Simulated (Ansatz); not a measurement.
CuH, closed-shell singlet (the spin of the measured ground state), most abundant isotopes (62.9296 and 1.0078 u). Constants from fifth-degree fits in 1/R to seven points on the lowest solution found; no spin–orbit coupling, no relativity up to Kr; ω_e x_e and α_e move by some per cent with the fit.

Correlated levels freeze the inner cores; with def2 sets outer-core shells near the valence are correlated too. CBS(a, b) extrapolates the correlation energy as X⁻³ and adds the Hartree–Fock energy of set b.

The values were computed with Ansatz (Gaussian basis) for Hartree–Fock, density functionals and correlated methods. Each number belongs to the level named beside it.

At CCSD(T)/CBS(def2-TZVPP, def2-QZVPP): B₀ = 7.8337 cm⁻¹, fundamental 1952 cm⁻¹.

### Question
Taking the state as ¹Σ, work out the ideal-gas entropy and heat capacity at 298.15 K and 1 bar (rigid rotor, harmonic oscillator at the fundamental, no nuclear spin).

### Answer

Translation: S = R(1.5 ln M + 2.5 ln T − 1.1517) with M = 63.937 u gives 160.71 J/(mol K). Rotation: q = kT/(σhcB₀) = 26.5 with σ = 1 and hc/k = 1.43878 cm K, S = R(ln q + 1) = 35.55. Vibration: u = hcν/kT = 9.422, S = R(u/(eᵘ − 1) − ln(1 − e⁻ᵘ)) = 0.01. Sum S° = 196.3 J/(mol K). C_p = 7R/2 + R u² eᵘ/(eᵘ − 1)² = 29.16 J/(mol K).

Ansatz is a first-principles code.
